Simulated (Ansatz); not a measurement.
C$_{2}$H$_{3}$O, charge -1, singlet, geometry from GFN2-xTB (a gas-phase anion, which may not be bound at this level); Ansatz (a first-principles code) with B3LYP/aug-pcseg-1.

The Ansatz input:
Ansatz 0.2 input:
```yaml
crystal:
  periodic: [false, false, false]
  atoms:
    - {symbol: O, position_ang: [1.14119970, 0.27275617, -0.37828883]}
    - {symbol: C, position_ang: [0.01399973, 0.30902939, 0.19007090]}
    - {symbol: H, position_ang: [-0.19132679, 1.20747699, 0.86167798]}
    - {symbol: C, position_ang: [-1.01879722, -0.56413534, 0.13347947]}
    - {symbol: H, position_ang: [-1.93523585, -0.39299447, 0.68579554]}
    - {symbol: H, position_ang: [-0.97425000, -1.46589618, -0.46246509]}
basis:
  gaussian:
    orbitals: aug-pcseg-1.json
hamiltonian:
  xc: b3lyp
total_charge: -1
```
The basis file holds aug-pcseg-1 in the JSON format of the Basis Set Exchange.

Question: Predict the main parts of the log of this Ansatz run.

Answer: 
```
Functional definition: B3LYP
777 factors; their error is unknown
mean field evaluation 1: about -4165.7850 eV, gradient 3.8e1 eV
mean field evaluation 2: about -4142.1026 eV, gradient 7.1e1 eV
mean field evaluation 4: about -4169.0283 eV, gradient 1.2e1 eV
mean field evaluation 8: about -4169.4485 eV, gradient 8.9e-2 eV
mean field evaluation 16: about -4169.4297 eV, gradient 3.4e-5 eV
mean field -4169.42967026 eV, -153.2237142412 hartree, gradient 3.4e-5 eV, S^2 0.000000; 0 other end points of the search recorded, 0 dependent functions left out
reference -4169.42991562 eV, -153.2237232581 hartree; 12, 12 occupied and 84, 84 virtual orbitals, 777 factors
Total energy: -4169.42991562 eV, -153.2237232581 hartree
```
